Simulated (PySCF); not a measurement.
## Checking a proposed structure

A compound C₇H₁₁N₃ gives the data below (simulated from a calculation) and was assigned the structure `C=Cc1nnn(CC)c1C`.

13C{1H} NMR (computed): δ 156.6 (C), 145.3 (CH), 126.4 (CH), 124.5 (CH2), 56.1 (CH2), 24.2 (CH2), 20.8 (CH3).

1H NMR (400 MHz, computed): δ 7.40 (s, 1H), 6.22 (m, 1H), 5.75 (m, 1H), 5.55 (m, 1H), 5.05 (d, 2H), 2.90 (q, 2H), 1.24 (t, 3H).

Method: GIAO PBE0/pcSseg-1 shieldings, structure optimised with GFN2-xTB, in PySCF 2.14.0 with density-fitted response routines (equivalent nuclei averaged, no solvent model, relativity neglected, one conformer).

References, each an isolated molecule treated in the same way: TMS for 1H (σref 31.72) and 13C (σref 186.93).

Task: Compare with the shifts computed for the proposed structure, pairing carbons in order of shift.

Result: Atom-mapped SMILES (the numbers label the heavy atoms): `[CH2:1]=[CH:2][c:3]1[n:4][n:5][n:6]([CH2:7][CH3:8])[c:9]1[CH3:10]`; H(Xn) means a hydrogen on atom n.

```
atom  computed for proposal  given list  difference
  C3                  148.3       156.6        -8.3
  C9                  133.7       145.3       -11.6
  C2                  130.3       126.4        +3.9
  C1                  121.4       124.5        -3.1
  C7                   44.4        56.1       -11.7
  C8                   18.3        24.2        -5.9
 C10                    9.4        20.8       -11.4
```

The rms difference is 8.7 ppm and the largest -11.7 ppm at C7 (sp3 CH2 bonded to N). The carbon types in order of shift don't match either: C, C, CH, CH2, CH2, CH3, CH3 for the proposal against C, CH, CH, CH2, CH2, CH2, CH3 in the data. The proposal doesn't fit.

Task: Which isomer fits?

Result: SMILES C=CCn1cc(CC)nn1.

1. Carbon types of the structure: 1 × C, 2 × CH, 3 × CH2, 1 × CH3, which accounts for all hydrogens.
2. δC 156.6: substituted aromatic carbon next to a ring nitrogen.
3. δC 145.3: alkene CH; an sp2 carbon of a C=C bond.
4. δC 126.4: aromatic CH next to a ring nitrogen.
5. δC 124.5: terminal =CH2 carbon; as expected for a trigonal carbon in a double bond.

Other isomers checked: C=Cc1nn[nH]c1C(C)C (rms 12.1 ppm).

The shifts were computed for this structure.

Shifts are as computed. Against solution values, carbons near 30 ppm lie about +3 ppm off and those near 130 ppm about +5 ppm. Of 1211 compounds with measured shifts, 218 miss one by over three times the rms of a fit or turn the order of signals round; such compounds aren't used in these exercises. No couplings were computed; multiplicities are counted from neighbouring protons, with m where these are inequivalent, close in shift, in a saturated or five-membered ring or joined by F or P, and br s for small geminal =CH2 splittings.
